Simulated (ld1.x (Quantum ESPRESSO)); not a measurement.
PBE RRKJ dataset for P, scalar-relativistic all-electron reference.

P (Z = 15), norm-conserving RRKJ (Kleinman–Bylander form), made with ld1.x (Quantum ESPRESSO) 7.5 (PBE, scalar-relativistic). Core [Ne], reference 3s2 3p3. Waves: 3p (bound): rc 2.00 bohr; 3s (bound): rc 1.40 bohr. Local part: the s channel. Core correction: a·sin(br)/r model core, default radius (core density twice the valence density).

(1) Estimate the cutoffs (Ry, on a coarse ladder) from which the occupation-weighted sum of valence levels, in a spherical-Bessel basis at the reference potential, stays within 10 and 1 mRy of its value at 400 Ry.

(2) Does the potential have ghost states?

(3) Which valence shell sets the plane-wave cutoff?

(4) Tests: 3s2 3p2; 3s2 3p1; 3s2 3p0; 3s0 3p5; 3s1 3p0; 3s2 3p2.5; 3s2 3p3.3. Which has the largest error in its energy relative to the reference configuration, and how large is it?

Answers

(1) 30 Ry and 50 Ry.

(2) No extra level below or beside the all-electron valence levels (p, s, d, f tested).

(3) 3s: its level needs 45 Ry to come within 1 mRy, against 30 Ry for 3p.

(4) 3s1 3p0, with +261 meV (all-electron minus pseudo) on +110.62 eV.
